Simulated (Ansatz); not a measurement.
A series at Sn: from `[SH][Sn]([SH])([SH])[SH]`, ligands are replaced one by one, each step taking up H–F and setting free H₂S; n counts the steps. Ansatz, PBE0-D4/def2-TZVP geometries. Each molecule was computed in one conformer, which needn't be the lowest.

CBS adds triple-zeta CCSD(T) − MP2 to the MP2 limit, frozen cores; atoms without spin–orbit coupling. Elements past krypton have def2 core potentials. Outer-core shells of Sn are correlated without core-valence functions. Spin–orbit coupling is left out.

```
n                    molecule  atomization energy, CCSD(T)/CBS (kJ/mol)
0  `[SH][Sn]([SH])([SH])[SH]`                                    2536.1
1   `[F][Sn]([SH])([SH])[SH]`                                    2350.8
2    `[F][Sn]([F])([SH])[SH]`                                         ?
3     `[F][Sn]([F])([F])[SH]`                                    1964.7
4      `[F][Sn]([F])([F])[F]`                                    1754.8
```

**Question.** By hand: fit a straight line y = ȳ + b (n − n̄) to the 4 given rows and predict n = 2.

**Answer.** n̄ = 2.000, ȳ = 2151.60; Σ(n − n̄)(y − ȳ) = -1948.70, Σ(n − n̄)² = 10.000, so b = -194.87 kJ/mol a step. Prediction: 2151.60 + (-194.87) × (0.000) = 2151.6 kJ/mol.

**Question.** By hand: compare with the computed value, 2162.0 kJ/mol, and give the steps along the whole series.

**Answer.** The line misses by 10.4 kJ/mol (computed minus predicted). Steps: -185.3, -188.8, -197.3, -209.9 kJ/mol.

The steps differ by up to 24.6 kJ/mol, small against a whole step but well beyond the method's doubt, so the ligands' effects don't simply add. The miss is 1.3 % of the series' range. The energies themselves are unsure by some kJ/mol a bond, though much of that is common to the series.
